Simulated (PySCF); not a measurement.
Telling isomers of C₆H₉AlN₂ apart by NMR

How the numbers were obtained: σ from GIAO-PBE0/pcSseg-1, PBE0-D3(BJ)/def2-SVP structure, in PySCF 2.14 (no solvent, non-relativistic Hamiltonian, rapidly exchanging positions averaged, one conformer).

δ = σ(ref) − σ, references computed at the same level: 1H and 13C vs TMS. Where no couplings were computed, multiplicities follow the n + 1 count of equivalent neighbours, and m marks all less simple cases (inequivalent or close neighbours, rings, F or P nearby). Shifts are as computed. Against solution values, carbons near 30 ppm lie about +2 ppm off and those near 130 ppm about +5 ppm. Of 1309 compounds with measured shifts, 239 miss one by over three times the rms of a fit or turn the order of signals round; such compounds aren't used in these exercises. OH and NH positions are gas-phase values without hydrogen bonding to other molecules.

(1) Tabulate the signals of `C=Nc1ccc[n+]([AlH3-])c1`, `[H]/N=C\c1ccc[n+]([AlH3-])c1` and their relative energies.

(2) What is the quickest way to tell C=Nc1ccc[n+]([AlH3-])c1 from [H]/N=C\c1ccc[n+]([AlH3-])c1?

Answers

(1) 
```json
{"SMILES": "C=Nc1ccc[n+]([AlH3-])c1", "carbon types": "1×C 4×CH 1×CH2", "δC": "163.0, 154.6, 152.2, 151.7, 131.3, 130.4", "δH": "9.08 (s, 1H), 8.73 (d, 1H), 7.63 (m, 1H), 7.62 (m, 1H), 7.53 (m, 1H), 7.20 (d, 1H), 4.49 (br, 3H)", "E rel. (kcal/mol)": "4.8"}
{"SMILES": "[H]/N=C\\c1ccc[n+]([AlH3-])c1", "carbon types": "1×C 5×CH", "δC": "169.2, 156.0, 150.7, 146.1, 132.7, 130.7", "δH": "11.87 (br s, 1H), 9.47 (s, 1H), 8.84 (d, 1H), 8.33 (s, 1H), 7.79 (m, 1H), 7.66 (m, 1H), 4.53 (br, 3H)", "E rel. (kcal/mol)": "0.0"}
```

Energies are electronic energies at PBE0/pcSseg-1 on these geometries, without zero-point or thermal terms, each for the one conformer computed, which needn't be the lowest.

(2) Both give the same number of carbon signals, but DEPT or the intensities differ. The first has a C=N carbon (CH2) at 163.0 ppm, the second a substituted aromatic carbon (C) at 132.7 ppm. Their most deshielded carbons lie at 163.0 and 169.2 ppm.
